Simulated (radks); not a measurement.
The technetium ion Tc+ inside a hard spherical wall (all orbitals vanish at R), configuration held at [Kr] 4d5 5s1 and not refilled when levels cross. Calculated with a radial shooting solver on a logarithmic mesh with Libxc functionals: scalar-relativistic Kohn-Sham, LDA (Slater exchange, VWN5 correlation), spin-polarised, spherical densities, finite nucleus; open shells are filled with parallel spins first (spin-orbit coupling, left out, can overturn this in heavy ions); Fermi nuclear charge, rms radius 4.4112 fm. Eigenvalues in eV for spin up, with the zero of energy where the potential of the charges vanishes at infinity; a dash marks a level that is unbound or too diffuse for the functional's potential to be trusted. A positive occupied level is held by the wall or, in an anion where self-interaction has pushed it up, behind a barrier. The pressure on the wall is -dE/dV.

R (bohr)  E (hartree)  kinetic (hartree)    e(4s)    e(4p)    e(4d)    e(5s)  e(5p, empty)  e(6s, empty)  pressure (GPa)
free      -4281.07855           4419.152  -81.950  -54.063  -15.404  -12.432        -7.554        -3.176               0
20        -4281.07855           4419.152  -81.950  -54.063  -15.404  -12.432        -7.554        -3.175        < 0.0001
10        -4281.07853           4419.152  -81.949  -54.061  -15.402  -12.430        -7.543        -2.471        0.000742
8         -4281.07804           4419.158  -81.923  -54.036  -15.379  -12.402        -7.438        -0.763          0.0304
7         -4281.07602           4419.177  -81.847  -53.960  -15.310  -12.308        -7.191         1.420           0.190
3.5       -4280.50539           4421.922  -75.710  -48.085   -9.333   -0.085        10.291        62.568             182
2.5       -4277.50345           4433.983  -61.664  -34.032    7.800   42.567        60.984        187.28            2750
